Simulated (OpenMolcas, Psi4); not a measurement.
# How methods differ on TaF5 (SMILES F[Ta](F)(F)(F)F)

TaF5 has 6 atoms, charge 0, and is taken as a singlet. SMILES: `F[Ta](F)(F)(F)F`. The shape is that of a PBE0-D4/def2-TZVP optimisation.

Quantity: the vertical ionisation energy (to the doublet cation), in eV. The values are calculated.

| level | kind | program | value (eV) | CPU time (all runs) |
| --- | --- | --- | --- | --- |
| HF/def2-SVP (core potential) | Hartree–Fock | OpenMolcas | 15.18 | 35 s |
| SVWN5/def2-SVP (core potential) | LDA | Psi4 | 13.84 | 3.5 min |
| BLYP/def2-SVP (core potential) | GGA | OpenMolcas | 13.40 | 2.5 min |
| TPSS/def2-SVP (core potential) | meta-GGA | OpenMolcas | 13.62 | 4.1 min |
| B3LYP/def2-SVP (core potential) | global hybrid | OpenMolcas | 14.49 | 3.2 min |
| BHLYP/def2-SVP (core potential) | global hybrid | OpenMolcas | 15.40 | 5.6 min |
| wB97X-V/def2-SVP (core potential) | range-separated hybrid | Psi4 | 15.29 | 8.2 min |
| DSD-PBEP86/def2-SVP (core potential, density fitting for correlation) | double hybrid | Psi4 | 15.34 | 39 s |
| MP3/def2-SVP (core potential) | perturbation theory | Psi4 | 15.62 | 38 s |

Spin-orbit coupling, which can split open shells on such heavy atoms by tenths of an eV, is left out. The values span 13.40 to 15.62 eV. Spin contamination of the reference (⟨S²⟩ at least 0.1 too high) touches MP3/def2-SVP. Times are those of the runs behind each value, whatever else they computed, on shared processors of several kinds: orders of magnitude only.
